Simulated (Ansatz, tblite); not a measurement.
Cost and result up the ladder for the cluster Ag2Pd2⁻ (4 atoms). The state is a doublet with charge -1. Geometry: r2SCAN-D4/def2-SVPD.

Cartesian coordinates in Å:
```
Pd 0.279 -0.408 1.157
Pd -0.279 0.406 -1.156
Ag -2.264 -0.284 0.627
Ag 2.264 0.286 -0.628
```

Ansatz on 4 threads of Arm Neoverse V1 on a shared host; xTB runs through tblite on one thread. Times are rough, summed over both states, and most runs start from the orbitals of an earlier one. B2PLYP/def2-TZVPD serves as the yardstick here, not as an exact answer. The other state is a quartet at its own geometry.

In the def2 sets Ag, Pd take a core potential; there is no spin–orbit coupling. The xTB rows come from tblite. B3LYP takes the VWN-RPA correlation. Correlated methods freeze no core orbitals; core or outer-core shells of Pd, Ag are correlated, in sets that lack core-valence functions. The structure comes from a short search, and lower isomers may exist.

Run but left out: HF/def2-TZVPD, MP2/def2-TZVPD (doublet: ⟨S²⟩ 1.29, where a pure state has 0.75).

Correlated methods converge slowly with the basis.

xTB has no spin-polarisation term.

| level | functions | quartet − doublet (eV) | difference from B2PLYP/def2-TZVPD (eV) | remarks |
| --- | --- | --- | --- | --- |
| GFN1-xTB | 36 | 2.22 | 1.18 | – |
| PBE-D4/def2-TZVPD (with forces) | 160 | 0.83 | -0.21 | HOMO above zero (doublet), HOMO above zero (quartet) |
| BHLYP-D4/def2-TZVPD | 160 | 0.75 | -0.28 | – |
| r2SCAN0-D4/def2-TZVPD | 160 | 0.72 | -0.32 | HOMO above zero (quartet) |
| B3LYP-D4/def2-TZVPD | 160 | 0.94 | -0.09 | HOMO above zero (quartet) |
| RPA@PBE/def2-TZVPD | 160 | 0.59 | -0.45 | – |
| BLYP-D4/def2-TZVPD | 160 | 0.90 | -0.14 | HOMO above zero (doublet), HOMO above zero (quartet) |
| PBE0-D4/def2-TZVPD | 160 | 0.84 | -0.20 | HOMO above zero (quartet) |
| B2PLYP/def2-TZVPD | 160 | 1.03 | 0.00 | – |
| GFN2-xTB | 36 | 1.54 | 0.50 | – |
| r2SCAN-D4/def2-TZVPD | 160 | 0.70 | -0.33 | HOMO above zero (quartet) |

Task: Estimate how long each takes.

Result: GFN1-xTB 0.01 s; GFN2-xTB 0.014 s; PBE-D4/def2-TZVPD (with forces) 16 s; BLYP-D4/def2-TZVPD 17 s; RPA@PBE/def2-TZVPD 27 s; PBE0-D4/def2-TZVPD 32 s; BHLYP-D4/def2-TZVPD 42 s; B3LYP-D4/def2-TZVPD 45 s; r2SCAN-D4/def2-TZVPD 53 s; B2PLYP/def2-TZVPD 54 s; r2SCAN0-D4/def2-TZVPD 93 s. On shared hardware such times vary by a factor of up to 3.
